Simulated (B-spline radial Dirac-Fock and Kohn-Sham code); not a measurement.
How the binding energies of Ge²⁺ add up

System: the Ge²⁺ ion in the configuration [Ar] 3d9 4s2 4p1 (an excited configuration); nuclear rms radius 4.0742 fm (A = 74).

Method: ΔSCF Dirac-Fock with Breit, self-energy and vacuum polarisation, finite nucleus, configuration average. Computed with a B-spline atomic structure program. The model has no electron correlation. Energies are counted from the vacuum level.

All terms are in eV, carry their sign (relaxation lowers the binding energy) and add up to the binding energy; ⟨r⟩ is the mean radius of the orbital in the initial state.

```
subshell  −ε (Koopmans)  relaxation   Gaunt  retardation    QED  binding energy  ⟨r⟩ (bohr)
       K        11219.1      -48.08  -16.18         1.07  -7.27         11148.7       0.047
      L1         1489.1      -23.14   -1.14         0.03  -0.77          1464.1       0.209
      L2         1322.2      -25.31   -2.15         0.23   0.10          1295.1       0.181
      L3         1290.0      -24.94   -1.50         0.25   0.02          1263.9       0.185
      M1          233.5       -5.87   -0.12         0.00  -0.12           227.4       0.617
      M2          176.1       -5.85   -0.23         0.03   0.02           170.1       0.632
      M3          171.5       -5.68   -0.14         0.03   0.01           165.7       0.642
    M4,5          75.46       -5.45    0.01         0.00   0.01           70.03       0.693
      N1          36.61       -0.38   -0.01         0.00  -0.01           36.20       1.894
    N2,3          27.12       -0.21   -0.01         0.00   0.00           26.90       2.223
```

For the deepest level, K (1s), the Breit terms make up -0.136 % of the binding energy, QED -0.065 % and orbital relaxation -0.431 %.

Spin-orbit splittings: 2p 31.24 eV, 3p 4.38 eV.
